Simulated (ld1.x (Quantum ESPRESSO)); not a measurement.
**An all-electron radial function and its pseudo partner (Mg)**

Columns: radius, all-electron u(r) and pseudo u(r) of the 3p shell (level -1.31 eV) of magnesium in the configuration [Ne] 3s2 3p0; PBEsol, scalar-relativistic, RRKJ scheme, ld1.x (Quantum ESPRESSO) 7.5.

```tsv
r (bohr)	all-electron	pseudo
0.178	0.0978	-0.0033
0.355	0.1586	-0.0131
0.533	0.1460	-0.0295
0.710	0.0946	-0.0522
0.888	0.0275	-0.0812
1.065	-0.0424	-0.1156
1.243	-0.1101	-0.1547
1.420	-0.1723	-0.1969
1.598	-0.2287	-0.2408
1.775	-0.2787	-0.2843
1.953	-0.3232	-0.3259
2.130	-0.3614	-0.3635
2.308	-0.3940	-0.3964
2.485	-0.4207	-0.4235
2.662	-0.4420	-0.4448
2.840	-0.4584	-0.4606
3.018	-0.4701	-0.4714
3.195	-0.4776	-0.4782
3.373	-0.4814	-0.4815
3.550	-0.4819	-0.4819
3.728	-0.4793	-0.4793
3.905	-0.4743	-0.4743
4.083	-0.4670	-0.4670
4.260	-0.4581	-0.4581
4.438	-0.4476	-0.4476
4.615	-0.4360	-0.4360
```

Q: How many radial nodes do the two functions have?

A: The all-electron 3p function has n − l − 1 = 1; the pseudo-wave has 0, since the states of the same l below it are removed with the core.

Q: At about which radius was the pseudo-wave matched?

A: 3.55 bohr, where the columns begin to agree (steps of 0.18 bohr).

Q: Is the pseudo-wave norm-conserving?

A: Yes: the RRKJ scheme keeps the norm inside the radius equal to the all-electron one, which fixes the energy derivative of the logarithmic derivative at the level.
